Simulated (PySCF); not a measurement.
Caution: the unrestricted state is spin-contaminated.  The multiplicity is imposed and other spin states were not computed.

**[Ru(F)3] (charge 0, multiplicity 2)**

Calculation: TPSSh-D3(BJ)/def2-TZVP // TPSS-D3(BJ)/def2-SVP in PySCF 2.14.0.

```yaml
highest_occupied_spin_orbital: -7.21 eV
dipole_moment: 1.23 D
charge on the central atom (Mulliken): 1.29 e
spin population on the central atom (Mulliken): 0.89
total_energy: -394.5266 Ha
cost: roughly 17 core-minutes
```

```xyz
4

Ru    -0.0243     0.0226     0.1009
F      1.1674    -0.7178    -1.0847
F     -1.4636    -0.0664    -1.0378
F      0.1837     0.6384     1.8094
```
Charge 0, spin multiplicity 2.
